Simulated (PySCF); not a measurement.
Cu(OH)(PH3) (CuH4OP), SMILES [OH][Cu]<-[PH3], multiplicity 1.

Coordinates come from a PBE0-D3(BJ)/def2-SVP optimisation. The spin state was assumed, not searched. The structure was generated by enumeration; whether it is a known compound was not checked. Other conformers were not sampled.

Calculation: PBE/def2-TZVPD run with PySCF.

Estimate the frontier levels, gap, dipole moment and polarisability. (Estimate from the structure and the level; the computed values follow.)


| Property | Value |
|---|---|
| highest occupied level | -5.07 eV |
| lowest empty level | -1.65 eV |
| orbital gap | 3.42 eV |
| dipole moment | 5.54 D |
| quadrupole, principal values (traceless, Buckingham form, about the centre of nuclear charge) | -5.53, -0.70, 6.23 D·Å |
| mean static polarisability | 64.4 bohr³ (9.55 Å³) |
| polarisability, principal values | 51.7, 52.5, 89.0 bohr³ |
